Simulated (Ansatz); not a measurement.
Consider the formal exchange of groups at the Al–Sb bond: `[F][SbH][AlH2]` + `F/C=C/Cl` → `[AlH2]/[CH]=C/Cl` + `[F][SbH][F]`.

Calculated with Ansatz (gas phase, PBE0-D4/def2-TZVP geometries, no zero-point term in ΔE). CCSD(T)/CBS is the MP2 limit (def2-TZVPP, def2-QZVPP) plus CCSD(T) − MP2 in def2-TZVPP, frozen cores. Double bonds are as drawn, so ΔE can hold a change between cis and trans. def2 core potentials past Kr. For Sb outer-core shells are correlated without core-valence functions, which leaves a few kJ/mol of doubt a bond.

| species | CCSD(T)/CBS(def2) energy (Eh) |
| --- | --- |
| `[F][SbH][AlH2]` | -583.62706 |
| `F/C=C/Cl` | -636.83467 |
| `[AlH2]/[CH]=C/Cl` | -780.26523 |
| `[F][SbH][F]` | -440.24478 |

Q: Work out ΔE.

A: ΔE = (-780.26523) + (-440.24478) − (-583.62706) − (-636.83467) = -0.04828 Eh = -1.31 eV.

Largest T1 diagnostic among the species: 0.015.

From PBE to PBE0 (25 % exact exchange), in def2-TZVPP and without D4, ΔE moves by +0.04 eV. In def2-TZVPP, CCSD(T) changes the Hartree–Fock value by −0.04 eV (the triples alone add −0.02 eV) and MP2 by −0.16 eV.
